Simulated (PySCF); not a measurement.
**Shapes and spin states of RuOCl₂**

These are results of PBE0/[Ru def2-SVP with ECP28, O def2-SVP, Cl def2-SVP], scalar-relativistic core potentials, density fitting, no spin–orbit coupling, PySCF, not measurements.

Relaxations began from a few typed shapes and spin states; open shells are unrestricted. The search is not exhaustive: other isomers or separated fragments can lie lower, and high-lying points may rest on an excited occupation.

| spin | group | bonds | angles | imaginary modes (cm⁻¹) | ΔE (kJ/mol) | ΔE with ZPE (kJ/mol) |
| --- | --- | --- | --- | --- | --- | --- |
| triplet | C2v | Ru–Cl 2.228 Å (×2), Ru–O 1.641 Å | Cl–Ru–Cl 119.2°, Cl–Ru–O 120.4° (×2) | none | 0.0 | 0.0 |
| triplet | C2v | Ru–Cl 2.211 Å (×2), Ru–O 1.639 Å | Cl–Ru–Cl 120.8°, Cl–Ru–O 119.6° (×2) | none | 0.6 | 1.0 |
| broken-symmetry Ms = 0 (⟨S²⟩ 0.40) | C2v | Ru–Cl 2.213 Å (×2), Ru–O 1.598 Å | Cl–Ru–Cl 109.9°, Cl–Ru–O 125.0° (×2) | none | 1.5 | 2.2 |
| singlet (closed shell, unstable to spin polarisation) | C2v | Ru–Cl 2.213 Å (×2), Ru–O 1.587 Å | Cl–Ru–Cl 107.6°, Cl–Ru–O 126.2° (×2) | none | 5.1 | 6.3 |
| quintet | C2v | Ru–Cl 2.260 Å (×2), Ru–O 1.703 Å | Cl–Ru–Cl 154.3°, Cl–Ru–O 102.9° (×2) | none | 52.5 | 51.8 |
| triplet | Cs | Ru–Cl 2.214 Å, Ru–Cl 2.263 Å, Ru–O 1.666 Å | Cl–Ru–Cl 104.2°, Cl–Ru–O 103.7°, Cl–Ru–O 152.2° | none | 89.2 | 89.0 |

The lowest minimum found is the triplet C2v: Ru–Cl 2.228 Å (×2), Ru–O 1.641 Å; Cl–Ru–Cl 119.2°, Cl–Ru–O 120.4° (×2).

Formally Ru is in oxidation state +4, d4, with 2 unpaired electrons (the high-spin count would be 4). The Mulliken spin on Ru is 1.63. The polar-tensor charge on Ru, 1.55, is far below the formal one.

For the lowest minimum: the spin densities have lower symmetry than the nuclear frame. Open d and f shells are described by one determinant, and the ground state may have another occupation or spin.

The electron or spin density has lower symmetry than the nuclear frame for the broken-symmetry Ms = 0 (⟨S²⟩ 0.40) C2v at 1.5 kJ/mol.
